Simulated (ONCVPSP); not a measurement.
## An all-electron radial function and its pseudo partner (Cd)

Columns: radius, all-electron u(r) and pseudo u(r) of the 4s shell (level -141.43 eV) of cadmium in the configuration [Ar] 3d10 4s2 4p6 4d9; LDA (Perdew-Wang 92), scalar-relativistic, ONCV scheme, ONCVPSP 4.0.1.

```
r (bohr)  all-electron  pseudo
   0.088        0.4575  0.1765
   0.175       -0.2244  0.3494
   0.262       -0.6997  0.5180
   0.350       -0.4686  0.6795
   0.438        0.0786  0.8252
   0.525        0.6052  0.9463
   0.612        0.9819  1.0374
   0.700        1.1890  1.0928
   0.788        1.2524  1.1079
   0.875        1.2171  1.0839
   0.962        1.1231  1.0255
   1.050        0.9985  0.9394
   1.138        0.8646  0.8355
   1.225        0.7357  0.7245
   1.312        0.6168  0.6140
   1.400        0.5102  0.5099
   1.487        0.4190  0.4189
   1.575        0.3407  0.3406
   1.662        0.2759  0.2759
   1.750        0.2217  0.2217
   1.838        0.1774  0.1773
   1.925        0.1417  0.1416
   2.012        0.1128  0.1128
   2.100        0.0893  0.0893
   2.188        0.0705  0.0705
   2.275        0.0557  0.0556
```

Task: How many radial nodes do the two functions have?

Result: The all-electron 4s function has n − l − 1 = 3 (the table is too coarse to show those close to the nucleus); the pseudo-wave has 0, since the states of the same l below it are removed with the core.

Task: At about which radius was the pseudo-wave matched?

Result: 1.50 bohr. The columns agree to 0.0005 from 1.40 bohr on; several derivatives are matched, so the curves merge somewhat inside the radius.

Task: Where does each function peak?

Result: Outermost all-electron maximum near 0.79 bohr, pseudo maximum near 0.79 bohr (to the table’s step).

Task: Is the pseudo-wave norm-conserving?

Result: Yes: the ONCV scheme keeps the norm inside the radius equal to the all-electron one, which fixes the energy derivative of the logarithmic derivative at the level.
